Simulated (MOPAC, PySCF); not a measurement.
CH$_{5}$BSi, SMILES `B[SiH]=C` (H–B–Si–C torsion 180°), neutral singlet in the gas phase. 

Cartesian coordinates (Å):
SMILES: B[SiH]=C
```xyz
8

B      1.6467    -0.0866    -0.1158
Si    -0.1573     0.6402     0.1739
C     -1.5186    -0.3971    -0.0164
H      2.6422     0.5623    -0.0031
H      1.7349    -1.2388    -0.4196
H     -0.4170     2.0512     0.5530
H     -1.3799    -1.4375    -0.2933
H     -2.5510    -0.0937     0.1213
```
Charge 0, multiplicity 1.

All levels are single points at this geometry (PBE0-D3(BJ)/def2-TZVP); Pople sets use spherical d functions. Orbital energies aren't observables, and empty levels follow the basis.

ωB97X-D3(BJ)/def2-TZVP in PySCF gives dipole (D) = 0.41.

**Question.** Estimate the dipole (D) from each of these levels: PBE0-D3(BJ)/def2-TZVP in PySCF; B3LYP/3-21G in PySCF; B3LYP/6-311+G** in PySCF; B3LYP/LANL2DZ in PySCF; M06-2X/6-31G* in PySCF; PBE/6-31G* in PySCF; HF/3-21G in PySCF; HF/6-31G* in PySCF; HF/STO-3G in PySCF; AM1 in MOPAC; PM3 in MOPAC; PM7 in MOPAC.

**Answer.** 
```
level                           dipole (D)
------------------------------  ----------
PBE0-D3(BJ)/def2-TZVP in PySCF        0.19
B3LYP/3-21G in PySCF                  0.54
B3LYP/6-311+G** in PySCF              0.18
B3LYP/LANL2DZ in PySCF                0.32
M06-2X/6-31G* in PySCF                0.10
PBE/6-31G* in PySCF                   0.56
HF/3-21G in PySCF                     0.24
HF/6-31G* in PySCF                    0.36
HF/STO-3G in PySCF                    0.70
AM1 in MOPAC                          0.56
PM3 in MOPAC                          1.25
PM7 in MOPAC                          0.57
```
